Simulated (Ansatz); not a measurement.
Relaxation of CH₂NOSi (6 atoms, charge -1, multiplicity 1), to a largest force component of 0.02 eV/Å in at most 50 steps.

Theory: Ansatz, RKS BHLYP-D4/def2-SVP.

```xyz
6
Properties=species:S:1:pos:R:3
O -0.701 1.256 -0.963
Si -0.401 -0.196 -0.119
C -0.042 -1.692 0.678
N 0.810 -0.260 1.157
H -1.445 1.200 -1.557
H 1.779 -0.309 0.806
```

Q: Where does it end, and by what steps?

A: The run converged. Limits of this set-up: an anion without diffuse functions, the dipole of an ion depends on the origin. After 14 steps the energy has fallen by 3.759 eV; Si2 moved furthest, 0.82 Å.

| step | energy less start (eV) | largest force component (eV/Å) | accepted |
| --- | --- | --- | --- |
| 0 | 0.0000 | 0.697 | yes |
| 1 | -0.0645 | 0.548 | yes |
| 2 | -0.0961 | 2.612 | yes |
| 3 | -0.5397 | 1.772 | yes |
| 4 | -1.1440 | 3.209 | yes |
| 5 | -1.9897 | 3.741 | yes |
| 6 | -2.7216 | 5.154 | yes |
| 7 | -3.3605 | 2.226 | yes |
| 8 | -3.6092 | 1.403 | yes |
| 9 | -3.6756 | 1.648 | yes |
| 10 | -3.7285 | 1.277 | yes |
| 11 | -3.7581 | 0.122 | yes |
| 12 | -3.7585 | 0.098 | yes |
| 13 | -3.7592 | 0.034 | yes |
| 14 | -3.7593 | 0.011 | yes |

```xyz
6
Properties=species:S:1:pos:R:3
O -1.160 0.952 -0.573
Si -0.157 -0.453 -0.860
C -0.094 -1.253 0.943
N 0.902 -0.489 0.627
H -1.161 1.457 -1.381
H 1.669 -0.213 1.244
```

Whether the end is a true minimum wasn't checked by a vibrational analysis.

Time of the run: 34 s on 1 thread of Arm Neoverse V2, with other jobs on the host, peak memory 0.16 GiB.
